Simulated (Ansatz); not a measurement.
Reaction (ligand exchange at the Si–O bond): `CO[SiH2]S[SiH2]Cl` + HCl → `Cl[SiH2]S[SiH2]Cl` + CH₃OH

Computed with Ansatz on PBE0-D4/def2-TZVP structures; ΔE is electronic, products minus reactants. CBS: MP2 limit from def2 TZ/QZ plus the TZ coupled-cluster correction, frozen cores. This one scheme is used for every species. DFT in def2-TZVPP. Each species was taken in one conformer, which may not be the lowest.

```tsv
level	ΔE (kcal/mol)
PBE0-D4	-1.1
ωB97X-V	0.5
ωB97M-V	0.3
CCSD/def2-TZVPP	1.5
HF/def2-QZVPP	0.7
MP2/def2-QZVPP	0.2
HF/CBS(def2)	0.7
MP2/CBS(def2)	-0.4
```

(1) What does CCSD(T)/CBS give? (An estimate is asked.)

Largest T1 diagnostic among the species: 0.011.

Results:

(1) Computed: +0.3 kcal/mol. The listed levels differ from it by -1.4, 0.2, 0.0, 1.2, 0.4, -0.1, 0.4, -0.7 kcal/mol.

The D4 term adds +1.3 kcal/mol with B3LYP and +0.9 kcal/mol with PBE0; it sums over pairs of atoms, weighted by their polarisabilities, and B3LYP, whose exchange is more repulsive, gets the larger term.

B3LYP here is the variant with VWN-RPA as its local correlation; programs differ in this.
